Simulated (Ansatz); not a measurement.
`N[CH](O)[Zn][OH]`. Total charge 0; spin multiplicity 1.

```
atom   x (Å)   y (Å)   z (Å)
  N1  -1.403   0.813   0.191
  C2  -0.486  -0.266   0.463
  O3   0.088  -0.074   1.754
 Zn4   0.966  -0.438  -0.855
  O5   2.269  -0.611  -2.057
  H6  -1.541   0.999  -0.790
  H7  -2.305   0.675   0.633
  H8  -0.983  -1.240   0.548
  H9   0.239   0.875   1.829
 H10   3.156  -0.735  -1.717
```

**Question.** List the harmonic frequencies (cm⁻¹, unscaled) at PBE0-D4/def2-TZVP in Ansatz. (Estimate.)

**Answer.** Computed: 75, 89, 109, 183, 245, 268, 372, 525, 558, 676, 720, 753, 986, 1088, 1151, 1249, 1323, 1413, 1650, 3005, 3517, 3642, 3825, 3912.

**Question.** Is this a minimum?

**Answer.** Yes, all 24 modes are real.

**Question.** Give the ideal-gas thermochemistry at 298.15 K and 1 bar (rigid rotor, harmonic oscillator; point group C1, symmetry number 1).

**Answer.** Zero-point energy 187.4 kJ/mol; H(298) − E = 210.4 kJ/mol; entropy 365.9 J/(mol·K), of which translation 169.4, rotation 112.7, vibration 83.8; G(298) − E = 101.3 kJ/mol. Modes under 100 cm⁻¹ are hindered rotations or soft bends, so the harmonic entropy is rough.

**Question.** And at 400, 500, 600, 800 and 1000 K?

**Answer.** 
| T (K) | H − E (kJ/mol) | S (J/mol/K) | G − E (kJ/mol) |
| --- | --- | --- | --- |
| 400 | 222.7 | 401.4 | 62.2 |
| 500 | 236.4 | 431.8 | 20.5 |
| 600 | 251.2 | 458.9 | -24.1 |
| 800 | 283.6 | 505.4 | -120.7 |
| 1000 | 318.7 | 544.5 | -225.8 |
